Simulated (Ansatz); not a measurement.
A search over several starts for the lowest SCF solution of the cluster Na₈⁺ at the given spin, in a small basis.

```yaml
crystal:
  periodic: [false, false, false]
  atoms:
    - {symbol: Na, position_ang: [-1.967777, 2.418743, -1.386618]}
    - {symbol: Na, position_ang: [-0.397630, -3.928283, -1.119020]}
    - {symbol: Na, position_ang: [-0.027021, -0.522802, -2.564166]}
    - {symbol: Na, position_ang: [-0.762365, 1.499684, 2.004043]}
    - {symbol: Na, position_ang: [2.824729, 0.951850, 2.823383]}
    - {symbol: Na, position_ang: [1.610959, 1.972463, -0.539402]}
    - {symbol: Na, position_ang: [-2.409961, -0.998881, -0.019161]}
    - {symbol: Na, position_ang: [1.129076, -1.392775, 0.800951]}
basis:
  gaussian: {orbitals: def2-SVP, initial_orbitals: start.molden}
total_charge: 1
magnetization: {spin_polarized: true, initial_magnetization: 1}
hamiltonian: {xc: pbe}
output: {orbitals: {seedname: orbitals}}
```

The file start.molden holds the orbitals of an earlier run on this structure, at another level or in another basis.

```sh
$ ansatz run in.yaml --threads 4 --pin off --events-out ev --progress --plain --max-ram 4787MiB
```

It prints (some lines left out):

```
Functional definition: PBE
1400 factors; their error is unknown
mean field evaluation 1: about -35282.3385 eV, gradient 6.9e1 eV
mean field evaluation 2: about -35286.8147 eV, gradient 6.7e0 eV
mean field evaluation 4: about -35289.4862 eV, gradient 8.2e-1 eV
mean field evaluation 8: about -35289.2273 eV, gradient 6.2e-3 eV
mean field evaluation 16: about -35289.5200 eV, gradient 1.7e-1 eV
mean field evaluation 32: about -35289.2273 eV, gradient 4.7e-6 eV
mean field evaluation 64: about -35288.5416 eV, gradient 2.4e0 eV
mean field -35289.22730620 eV, -1296.8551836055 hartree, gradient 1.9e-5 eV, S^2 0.762593; 11 other end points of the search recorded, 0 dependent functions left out
reference -35289.22737089 eV, -1296.8551859828 hartree; 44, 43 occupied and 76, 77 virtual orbitals, 1400 factors
Total energy: -35289.22737089 eV, -1296.8551859828 hartree
```

It took 31 s on 4 threads of Arm Neoverse N1 on a shared host.

Another isomer (doublet) lies 0.06 eV lower at PBE0/def2-TZVP; other spin states weren't run for this one.
